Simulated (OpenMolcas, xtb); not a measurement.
How methods differ on C2H5GeN (SMILES C1=[N][GeH2][CH2]1)

C2H5GeN has 9 atoms, charge 0, and is taken as a singlet. As SMILES, `C1=[N][GeH2][CH2]1`. Geometry: relaxed at PBE0-D4/def2-TZVP.

Each level gives the dipole moment (D). The values are calculated.

```json
{"level": "GFN0-xTB", "kind": "semi-empirical", "program": "xtb", "value (D)": "4.25", "CPU time": "under 2 s"}
{"level": "GFN1-xTB", "kind": "semi-empirical", "program": "xtb", "value (D)": "2.90", "CPU time": "under 2 s"}
{"level": "HF/def2-SVP", "kind": "Hartree–Fock", "program": "OpenMolcas", "value (D)": "2.71", "CPU time": "16 s"}
{"level": "SVWN5/def2-SVP", "kind": "LDA", "program": "OpenMolcas", "value (D)": "2.39", "CPU time": "57 s"}
{"level": "PBE/def2-SVP", "kind": "GGA", "program": "OpenMolcas", "value (D)": "2.31", "CPU time": "85 s"}
{"level": "M06-L/def2-SVP", "kind": "meta-GGA", "program": "OpenMolcas", "value (D)": "2.44", "CPU time": "63 s"}
{"level": "BHLYP/def2-SVP", "kind": "global hybrid", "program": "OpenMolcas", "value (D)": "2.53", "CPU time": "76 s"}
{"level": "M06-2X/def2-SVP", "kind": "hybrid meta-GGA", "program": "OpenMolcas", "value (D)": "2.46", "CPU time": "100 s"}
```

All-electron rows without a relativistic Hamiltonian named are non-relativistic. The values span 2.31 to 4.25 D. Magnitudes only. CPU times are rough (shared hosts, several kinds of processor): they show what a rung costs within a factor of a few.
